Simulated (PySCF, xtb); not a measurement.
Zn(SH) (HSZn), SMILES [SH][Zn+], charge +1.

Harmonic wavenumbers (cm⁻¹) from xtb with GFN2-xTB at its own minimum, in rising order: 315, 642, 2248.

Problem. What does PySCF 2.14.0 with B3LYP-D3(BJ)/def2-TZVP give at its own minimum? (An estimate is asked for; the answer gives what the named calculation found.)

Solution. 380, 708, 2621. Paired by order, the mean absolute difference is 168 cm⁻¹ and the zero-point energies are 4.6 and 5.3 kcal/mol.
